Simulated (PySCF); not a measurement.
Excitations are Tamm–Dancoff values on a coarser integration grid. The basis has no diffuse functions, so Rydberg states are missing or too high.

Z-matrix (Å, degrees):
```
Si
F 1 1.5745
F 1 1.5823 2 105.57
O 1 1.6090 2 107.14 3 119.82
H 4 0.9575 1 118.61 2 160.29
O 1 1.6165 2 112.42 3 -119.28
H 6 0.9579 1 119.24 2 74.24
```
Charge 0, spin multiplicity 1.

**Question.** What is the computed S1 oscillator strength, S1 excitation (TDA), HOMO, dipole moment, T1 excitation (TDA), brightest of the four lowest singlets (TDA), S1–T1 gap (TDA) and LUMO (ωB97X-D3(BJ)/def2-TZVP // PBE0-D3(BJ)/def2-TZVP run with PySCF)?

**Answer.** 
```json
{
  "S1 oscillator strength": "0.007",
  "S1 excitation (TDA)": "9.05 eV",
  "HOMO": "-12.81 eV",
  "dipole_moment": "2.43 D",
  "T1 excitation (TDA)": "8.58 eV",
  "brightest of the four lowest singlets (TDA)": "10.15 eV",
  "S1–T1 gap (TDA)": "0.47 eV",
  "LUMO": "2.20 eV"
}
```
